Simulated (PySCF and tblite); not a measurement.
Values are calculated unless marked as measured or tabulated.
**Conformer ensemble of C₄H₁₃ClS₃Si₃, numbered as in [CH3:1][Si:2]1([CH3:3])[S:4][SiH:5]([Cl:6])[S:7][Si:8]([CH3:9])([CH3:10])[S:11]1**

Conformers came from 60 starts (ETKDG, MMFF94s, GFN2-xTB); geometries are GFN2-xTB. Energies: PBE0-D3(BJ)/pcSseg-1, with GFN2-xTB thermal terms (modes under about 100 cm⁻¹ blended into free rotors). Symmetry numbers and mirror images are counted. Conformers within 2.5 kcal/mol (GFN2-xTB free energy) were kept, 6 at most. GIAO shieldings: PBE0/pcSseg-1. Shifts are against TMS (¹H), TMS (¹³C), TMS (²⁹Si) at the same level. Run with PySCF (density fitting) and tblite.

The 6-ring runs over atoms 2–4–5–7–8–11. Of a mirror pair one member is shown.

| conformer | shape | symmetry | E(GFN2) kcal/mol | E(DFT) kcal/mol | G(298.15 K) kcal/mol | weight % | dipole D |
| --- | --- | --- | --- | --- | --- | --- | --- |
| 1 | 6-ring twist-boat (ring torsions -37, -30, 72, -36, -34, 74°) | C1 (pair) | 0.00 | 0.00 | 0.00 | 59.3 | 1.50 |
| 2 | 6-ring twist-boat (ring torsions -26, 70, -41, -23, 70, -44°) | C1 (pair) | 0.79 | 0.49 | 0.40 | 30.2 | 2.61 |
| 3 | 6-ring twist-boat (ring torsions 73, -30, -41, 71, -26, -40°) | C1 (pair) | 1.17 | 1.74 | 1.42 | 5.4 | 3.11 |
| 4 | 6-ring chair (C3, Cl6, C9 axial) | Cs | 1.17 | 1.03 | 1.45 | 5.1 | 2.50 |

Weights (%) against temperature:

| T (K) | 1 | 2 | 3 | 4 | S(mix) cal/mol/K |
| --- | --- | --- | --- | --- | --- |
| 150 | 79.5 | 18.6 | 0.5 | 1.4 | 2.51 |
| 298.15 | 59.3 | 30.2 | 5.4 | 5.1 | 3.26 |
| 350 | 55.1 | 31.5 | 7.4 | 6.0 | 3.39 |
| 500 | 47.4 | 33.0 | 12.2 | 7.5 | 3.60 |
| 800 | 40.4 | 33.1 | 18.0 | 8.5 | 3.74 |

Averaged shifts at 298.15 K. ¹H: 6.19 (H5, 1H), 0.74 (H3/H9, 6H), 0.69 (H1/H10, 6H) ppm. ¹³C: 9.1 (C1/C10), 9.0 (C3/C9) ppm. ²⁹Si: 36.3 (Si2/Si8), 11.9 (Si5) ppm.

Coordinates of conformer 1 (Å):

```xyz
24

C    -2.704    1.881   -1.123
Si   -1.650    0.594   -0.229
C    -2.490   -0.250    1.249
S    -1.127   -0.887   -1.750
Si   -0.207   -2.490   -0.660
Cl   -1.582   -3.750    0.077
S     0.993   -1.830    0.984
Si    1.742    0.150    0.407
C     2.961    0.618    1.772
C     2.484    0.056   -1.338
S     0.145    1.617    0.454
H    -2.218    2.225   -2.031
H    -3.669    1.468   -1.395
H    -2.868    2.741   -0.483
H    -2.844    0.492    1.959
H    -1.802   -0.907    1.776
H    -3.341   -0.845    0.930
H     0.629   -3.131   -1.654
H     2.501    0.544    2.752
H     3.824   -0.038    1.757
H     3.303    1.638    1.638
H     3.250   -0.713   -1.398
H     1.723   -0.169   -2.081
H     2.937    1.005   -1.608
```

Unscaled ²⁹Si shifts at such levels can be off by tens of ppm; differences between conformers or isomers are more reliable. Shifts are unscaled: against experiment ¹³C can be off by 15 ppm or more and ¹H by 0.8 ppm.

Search and properties took 7 min on 1 thread of Arm Neoverse V2, on a host shared with other jobs (rough), launched as `OMP_NUM_THREADS=1 python ens_run.py task.json out`.


Conformer gaps in pcSseg-1 on xTB geometries can be 2 kcal/mol off for S=O, P=O and other polar bonds.